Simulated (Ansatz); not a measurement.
Geometry optimisation, Ansatz 0.2.0, RKS r2SCAN/def2-SVP.

input.yaml

```yaml
crystal:
  periodic: [false, false, false]
  atoms:
    - { symbol: Ga, position_ang: [-1.0975, 0.2376, -0.7984] }
    - { symbol: F, position_ang: [0.9319, 0.2599, -1.4317] }
    - { symbol: H, position_ang: [-1.7068, -1.0252, -1.4122] }
    - { symbol: H, position_ang: [-1.4916, 1.7114, -0.7826] }
    - { symbol: H, position_ang: [0.8476, -0.1429, 1.1321] }
    - { symbol: O, position_ang: [-0.4176, -0.1806, 1.2446] }
    - { symbol: H, position_ang: [1.6432, 0.0928, -0.4813] }
    - { symbol: F, position_ang: [1.9532, -0.093, 0.66] }
    - { symbol: H, position_ang: [-0.6623, -0.8599, 1.8693] }
basis:
  gaussian: { orbitals: def2-SVP }
hamiltonian:
  xc: r2scan
relax:
  f_tol: 0.15
  max_steps: 25
  restrain:
    - { distance: [0, 5], at: 3.18, k: 30.0 }
    - { distance: [4, 7], at: 2.18, k: 30.0 }
    - { distance: [6, 1], at: 2.18, k: 30.0 }
    - { distance: [0, 1], at: 1.79, k: 30.0 }
    - { distance: [4, 5], at: 0.97, k: 30.0 }
    - { distance: [6, 7], at: 0.88, k: 30.0 }
```

Command:

```bash
$ ansatz run input.yaml --threads 2 --pin off --max-ram 3072MiB --backend cpu --events-out ev --progress --plain --runs-dir out
```

**Question.** Where does it end, and by what steps?

**Answer.** The forces met the threshold. The restraints hold the end off the free minimum. After 7 steps the energy has risen by 0.219 eV (the restraints' own energy left out); H7 moved furthest, 0.62 Å. Parted: Ga1–O6. Joined: H5–O6, H7–F8.

```tsv
step	energy less start (eV)	largest force component (eV/Å)	accepted
0	0.0000	1.915	yes
1	-0.0863	3.024	yes
2	0.5296	7.178	yes
3	0.2984	1.678	yes
4	0.2915	1.169	yes
5	0.2349	0.914	yes
6	0.2349	1.022	no
7	0.2186	1.168	yes
```

```xyz
9
Properties=species:S:1:pos:R:3
Ga -1.210 0.384 -1.300
F 0.546 0.318 -1.617
H -1.912 -0.993 -1.438
H -1.741 1.827 -1.106
H 0.560 -0.151 1.553
O -0.399 -0.176 1.704
H 2.223 0.044 -0.271
F 2.502 -0.146 0.577
H -0.569 -1.109 1.897
```

The run took 29 s on 2 threads of Arm Neoverse V1, on a shared host, peak memory 0.15 GiB.
